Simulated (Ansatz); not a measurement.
`Cl[Si](Cl)(Cl)[SnH3]` + HCl → `[Cl][SnH3]` + `Cl[SiH](Cl)Cl` at 298.15 K and 1 bar (cleavage of the Sn–Si bond).

Program: Ansatz. Geometries: PBE0-D4/def2-TZVP. ΔE: electronic, gas phase. CCSD(T)/CBS is the MP2 limit (def2-TZVPP, def2-QZVPP) plus CCSD(T) − MP2 in def2-TZVPP, frozen cores. This one scheme is used for every species. Elements past krypton have def2 core potentials. For Sn outer-core shells are correlated without core-valence functions, which leaves a few kJ/mol of doubt a bond.

| species | CCSD(T)/CBS energy (Eh) | H − E (kJ/mol) | S (J/(mol·K)) |
| --- | --- | --- | --- |
| `Cl[Si](Cl)(Cl)[SnH3]` | -1884.38755 | 94.8 | 404.5 |
| HCl | -460.38127 | 26.6 | 186.8 |
| `[Cl][SnH3]` | -675.62576 | 69.1 | 276.0 |
| `Cl[SiH](Cl)Cl` | -1669.16736 | 53.3 | 314.4 |

H − E and S are ideal-gas, rigid-rotor, harmonic terms from PBE0-D4/def2-TZVP. 1 Eh = 2625.50 kJ/mol, R = 8.31446 J/(mol·K).

Problem. By hand: ΔE, ΔH, ΔS and ΔG.

Solution. ΔE = (-675.62576) + (-1669.16736) − (-1884.38755) − (-460.38127) = -0.02430 Eh = -63.8 kJ/mol. Δ(H − E) = 69.1 + 53.3 − 94.8 − 26.6 = 1.0, so ΔH = -62.8 kJ/mol. ΔS = 276.0 + 314.4 − 404.5 − 186.8 = -0.9 J/(mol·K). ΔG = -62.8 − 298.15 × (-0.9)/1000 = -62.5 kJ/mol.

Problem. By hand: the equilibrium constant, and the temperature at which ΔG would vanish if ΔH and ΔS stayed fixed.

Solution. log₁₀ K = −ΔG/(RT ln 10) = 10.9. ΔG = 0 at ΔH/ΔS = 69778 K, far beyond where these terms or the molecules hold.

The number of gas molecules stays the same, so ΔS is small and ΔH decides. A doubt of 5 kJ/mol in ΔE shifts log₁₀ K by 0.9 here. These are equilibria of isolated gas molecules and say nothing of rates. Largest T1 diagnostic: 0.012 (customary marks: 0.02 for closed shells, 0.045 for open ones).
